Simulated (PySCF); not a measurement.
Computed shifts of a molecule C5H9F, B3LYP/pcSseg-1 run with PySCF, GIAO, gas phase, equivalent atoms averaged, in ppm (number of nuclei): ¹³C: 83.7 (1), 24.4 (2), 20.0 (1), 15.6 (1). ¹⁹F: -252.9 (1). ¹H: 4.27 (1), 1.53 (3), 1.33 (3), 0.75 (1), 0.57 (1). References: ¹³C against TMS (σ = 181.3 ppm); ¹⁹F against CFCl3 (σ = 161.7 ppm); ¹H against TMS (σ = 31.68 ppm), references at their B3LYP-D3(BJ)/def2-TZVP geometries, non-relativistic. Geometry: B3LYP-D3(BJ)/def2-SVP. Other conformers were not sampled.

Task: Which molecule gave these data?
A. C[C@@H]1C(F)[C@H]1C
B. C/C=C(\F)CC
C. C[C@H]1C[C@@H](F)C1
D. C[C@@H]1CC[C@H]1F

Result: A, C[C@@H]1C(F)[C@H]1C
